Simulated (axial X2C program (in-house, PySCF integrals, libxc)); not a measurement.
## Low determinants of InB⁻ at the PBE0 level, two-component

Computed with an in-house relativistic program for diatomic molecules. Two-component (2c) means X2C with spin–orbit coupling and atomic mean-field two-electron Coulomb and Gaunt terms. Basis: In dyall-acv3z [12s13p10d5f1g], B dyall-av3z [8s7p3d2f] (cores contracted in-house); Gaussian nuclei, density fitting, unrestricted open shells. Masses: In 114.904 u, B 11.009 u.

Search at 2.270 Å (vertical energies from the lowest determinant):

| ΔE (eV) | state | electrons beyond evenly filled partner blocks | electrons in ±ω = 1/2, 3/2, 5/2, 7/2 |
| --- | --- | --- | --- |
| 0.00 | Ω = 3/2 | ω = 3/2 | 36 15 4 0 |
| 0.27 | Ω = 1/2 | 2 × ω = -1/2, ω = 3/2 | 36 15 4 0 |
| 0.58 | Ω = 1/2 | ω = 1/2 | 37 14 4 0 |
| 0.65 | Ω = 5/2 | 2 × ω = 1/2, ω = 3/2 | 36 15 4 0 |
| 0.72 | Ω = 1/2 | ω = 1/2 | 35 16 4 0 |
| 1.68 | Ω = 5/2 | ω = -1/2, 2 × ω = 3/2 | 35 16 4 0 |
| 1.77 | Ω = 7/2 | ω = 1/2, 2 × ω = 3/2 | 35 16 4 0 |

Lowest determinant, Ω = 3/2 (⟨Sz⟩ = 1.49, ⟨Lz⟩ = 0.01 at PBE0): Re = 2.253 Å, ωe = 463.5 cm⁻¹.

The determinant in row 2 of the search, Ω = 1/2 (⟨Sz⟩ = 0.50, ⟨Lz⟩ = 0.00 at PBE0), was followed along the bond at PBE0; measured from the minimum of the lowest determinant it gives:

Te = 0.272 eV (2196 cm⁻¹), Re = 2.259 Å, ωe = 460.8 cm⁻¹.

Task: Compare the bond of the determinant in row 2 with that of the lowest one.

Result: At PBE0 its Re is 0.006 Å longer and its force constant, which goes as ωe², is 0.99 times that of the lowest determinant. This determinant mixes spin states, so it has no term energy of its own.

The search compares states at one distance, so a state with another bond length can lie lower; it is not exhaustive and yields mostly the lowest determinant of each block pattern, so other components and higher states of one pattern are missing. These are energies of single determinants, not of spin-adapted states; PBE0 term energies can be off by some tenths of an eV, and the functional has no current term. The lowest determinant need not be the ground state where others lie within half an eV. For an anion, determinants above electron detachment are held by the basis set. The highest occupied level of some functionals is positive through self-interaction error; at Hartree–Fock it is bound. Row 2 has a positive highest level at its minimum.
